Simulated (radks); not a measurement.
Results of a calculation; reference values are marked as such.
Radial electron density D(r) = 4 pi r^2 rho(r) of an atom or ion with 21 electrons. Level of theory: Dirac Kohn-Sham, PBE, spin-unpolarised, spherical densities, finite nucleus; Fermi nuclear charge, rms radius of each element as measured or else 0.836 A^(1/3) + 0.57 fm (a radial shooting solver on a logarithmic mesh with Libxc functionals).

| r (bohr) | D(r) (e/bohr) |
|---|---|
| 0.0007966 | 2.677 |
| 0.000891 | 3.228 |
| 0.0009887 | 3.837 |
| 0.001106 | 4.614 |
| 0.001227 | 5.467 |
| 0.001373 | 6.550 |
| 0.001535 | 7.830 |
| 0.001703 | 9.221 |
| 0.001905 | 10.97 |
| 0.002131 | 13.01 |
| 0.002365 | 15.19 |
| 0.002645 | 17.89 |
| 0.002935 | 20.75 |
| 0.003283 | 24.23 |
| 0.003672 | 28.15 |
| 0.004074 | 32.19 |
| 0.004557 | 36.95 |
| 0.005097 | 42.13 |
| 0.005656 | 47.24 |
| 0.006326 | 52.99 |
| 0.007019 | 58.45 |
| 0.007851 | 64.30 |
| 0.008781 | 69.90 |
| 0.009744 | 74.67 |
| 0.0109 | 79.11 |
| 0.01209 | 82.35 |
| 0.01353 | 84.71 |
| 0.01513 | 85.73 |
| 0.01679 | 85.48 |
| 0.01878 | 84.03 |
| 0.021 | 81.70 |
| 0.0233 | 79.19 |
| 0.02607 | 76.78 |
| 0.02892 | 75.44 |
| 0.03235 | 75.66 |
| 0.03618 | 78.04 |
| 0.04015 | 82.27 |
| 0.04491 | 88.52 |
| 0.05023 | 95.47 |
| 0.05574 | 101.2 |
| 0.06234 | 104.8 |
| 0.06917 | 104.6 |
| 0.07737 | 99.67 |
| 0.08654 | 90.39 |
| 0.09603 | 79.30 |
| 0.1074 | 67.21 |
| 0.1192 | 58.30 |
| 0.1333 | 53.15 |
| 0.1491 | 52.96 |
| 0.1654 | 55.82 |
| 0.1851 | 59.23 |
| 0.207 | 59.76 |
| 0.2297 | 55.84 |
| 0.2569 | 46.88 |
| 0.285 | 35.83 |
| 0.3188 | 23.65 |
| 0.3566 | 13.56 |
| 0.3957 | 7.053 |
| 0.4426 | 2.969 |
| 0.495 | 1.039 |
| 0.5493 | 0.3268 |
| 0.6144 | 0.07570 |
| 0.6817 | 0.01559 |
| 0.7625 | 0.002185 |

What is the nuclear charge?

Answer. Z = 63. The innermost maximum, from 1s, lies near gamma/Z bohr with gamma = sqrt(1 - (Z/c)^2) = 0.888, here 0.0141 bohr (found: 0.0156), and its height grows with Z. The density is that of the europium ion Eu42+ in [Ar] 3d3; the configuration itself is not fixed sharply by these data, and Z only to a few units. D(r) has 3 maxima, at r = 0.0156, 0.0654, 0.199 bohr, and minima at 0.0303, 0.141 bohr, inside which lie 2.04, 10.91 electrons.
